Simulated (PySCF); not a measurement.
**C₆ coefficients of unlike pairs at PBE0**

Calculated with PySCF 2.14 from the dipole response of each species, C₆(A,B) = (3/π) ∫ α_A(iu) α_B(iu) du, in atomic units, from isotropic polarisabilities. For ions this is the dispersion term alone; charge-induced terms of lower order in 1/R come first.

```csv
species,configuration,basis,relativity,α (bohr³),C₆ (like pair)
Sb⁺,[Kr] 4d10 5s2 5p2 (3P),aug-cc-pwCVDZ-PP with ECP28MDF (6s5p4d1f),core potential,25.29,205.5
Mg⁺,[Ne] 3s1 (2S),aug-cc-pVQZ-DK (7s6p4d3f2g),spin-free X2C,34.74,151.6
O,[He] 2s2 2p4 (3P),def2-QZVPPD (8s5p4d2f1g),none,5.439,16.27
Cu⁺,[Ar] 3d10 (1S),aug-cc-pVTZ-PP with ECP10MDF (6s6p5d3f2g),core potential,6.227,18.91
```

Task: Estimate C₆ for Mg⁺ with Sb⁺.

Result: The integral gives 158.7. The combination rule 2 C_A C_B / (C_A α_B/α_A + C_B α_A/α_B) gives 158.7 and the geometric mean 176.5.

No spin-orbit coupling is included.

The other pairs:

```
    pair     C₆
  O, Sb⁺  56.06
Cu⁺, Mg⁺  41.98
Cu⁺, Sb⁺  59.67
  O, Mg⁺  38.93
  Cu⁺, O  17.36
```
